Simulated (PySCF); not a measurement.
Mo(NH)(F)2(OH)2 (F₂H₃MoNO₂), SMILES [NH]=[Mo]([OH])([OH])([F])[F], multiplicity 1.

Coordinates come from a B3LYP-D3(BJ)/def2-SVP optimisation. The multiplicity is an assumed one; no other spin state was optimised. The structure was generated by enumeration; whether it is a known compound was not checked. The def2 effective core potentials stand for the cores of Mo; spin–orbit coupling is left out. One conformer was computed; it need not be the lowest.

Two levels are set side by side: TDDFT-PBE/def2-SVPD (PySCF) and TDDFT-M06-2X/def2-SVPD (PySCF). Vertical, same geometry. The lowest singlet is HOMO→LUMO 94 % with PBE and HOMO−1→LUMO 84 % with the other functional; states are paired by order. Differences are taken from unrounded values.

| quantity | TDDFT-M06-2X | TDDFT-PBE | TDDFT-PBE minus TDDFT-M06-2X |
|---|---|---|---|
| lowest singlet excitation (eV) | 4.17 | 3.41 | -0.76 |
| lowest triplet excitation (TDA) (eV) | 3.89 | 3.21 | -0.68 |

A lower first singlet is the usual sign of a functional without exact exchange. Differences between two approximate levels are no errors against the true value.

Rough cost on one machine, each run with all the roots and properties that it gave: TDDFT-M06-2X against TDDFT-PBE about 10 times.
